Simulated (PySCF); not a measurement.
**Dipole response of Pb²⁺ (lead, charge +2)**

[Xe] 4f14 5d10 6s2, closed-shell 1S. All numbers are calculated (PySCF 2.14, a scalar-relativistic core potential, in def2-QZVPPD with the def2 core potential (60 electrons) (8s6p5d4f1g, 88 functions)). Coupled (time-dependent) response in atomic units; α is the mean over directions.

```csv
method,mean α (bohr³),C₆ (like pair),S(−4)
UHF,15.59,108.0,74.65
PBE,13.33,92.60,47.70
PBE0,13.77,95.46,52.49
LC-wPBE,14.13,98.21,56.70
```

S(−4) is the Cauchy moment in α(ω) = α(0) + S(−4) ω² + …

α(iu) at LC-wPBE:

```json
{"u (hartree)": "0", "α(iu) (bohr³)": "14.13"}
{"u (hartree)": "0.0500", "α(iu) (bohr³)": "13.99"}
{"u (hartree)": "0.100", "α(iu) (bohr³)": "13.59"}
{"u (hartree)": "0.200", "α(iu) (bohr³)": "12.27"}
{"u (hartree)": "0.300", "α(iu) (bohr³)": "10.72"}
{"u (hartree)": "0.500", "α(iu) (bohr³)": "8.069"}
{"u (hartree)": "0.750", "α(iu) (bohr³)": "5.954"}
{"u (hartree)": "1.00", "α(iu) (bohr³)": "4.652"}
{"u (hartree)": "1.50", "α(iu) (bohr³)": "3.146"}
{"u (hartree)": "2.00", "α(iu) (bohr³)": "2.292"}
{"u (hartree)": "3.00", "α(iu) (bohr³)": "1.366"}
{"u (hartree)": "5.00", "α(iu) (bohr³)": "0.6306"}
```

A single London oscillator, α(iu) = α/(1 + u²/ω²), gives C₆ = (3/4) ω α². Matching the computed C₆ needs ω = 4 × 98.21 / (3 × 14.13²) = 0.656 hartree.

For an ion, C₆ is the dispersion term alone; charge-induced terms of lower order in 1/R come first.

Energies and moments cover only the electrons outside the core potential. Spin-orbit coupling, which splits the p, d and f shells strongly at this Z, is absent.
